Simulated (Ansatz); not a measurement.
Consider the ligand exchange at a B–Se bond: `CB(Cl)[SeH]` + CH₃NH₂ → `CNB(C)Cl` + H₂Se.

Program: Ansatz. Geometries: PBE0-D4/def2-TZVP. ΔE: electronic, gas phase. CBS: MP2 limit from def2 TZ/QZ plus the TZ coupled-cluster correction, frozen cores. For Se outer-core shells are correlated without core-valence functions, which leaves a few kJ/mol of doubt a bond. Scalar relativity is left out up to krypton. Each species was taken in one conformer, which may not be the lowest.

```json
{"species": "`CB(Cl)[SeH]`", "CCSD(T)/CBS(def2) energy (Eh)": "-2925.81492"}
{"species": "CH₃NH₂", "CCSD(T)/CBS(def2) energy (Eh)": "-95.75281"}
{"species": "`CNB(C)Cl`", "CCSD(T)/CBS(def2) energy (Eh)": "-619.69503"}
{"species": "H₂Se", "CCSD(T)/CBS(def2) energy (Eh)": "-2401.89790"}
```

(1) Work out ΔE.

Largest T1 diagnostic among the species: 0.011.

## Answers

(1) ΔE = (-619.69503) + (-2401.89790) − (-2925.81492) − (-95.75281) = -0.02520 Eh = -66.2 kJ/mol.

At CCSD(T), def2-SVP lies −18.7 kJ/mol from the extrapolated value and def2-TZVPP −2.3 kJ/mol. Leaving LDA and LC-ωPBE aside and taking each functional with its dispersion term where it has one, the values, not all of them listed here, spread over 16.5 kJ/mol, from CAM-B3LYP-D4 to revPBE-D4. LDA lies −14.6 kJ/mol from PBE without D4. In def2-TZVPP, CCSD(T) changes the Hartree–Fock value by +6.5 kJ/mol (the triples alone add +1.7 kJ/mol) and MP2 by +10.5 kJ/mol.
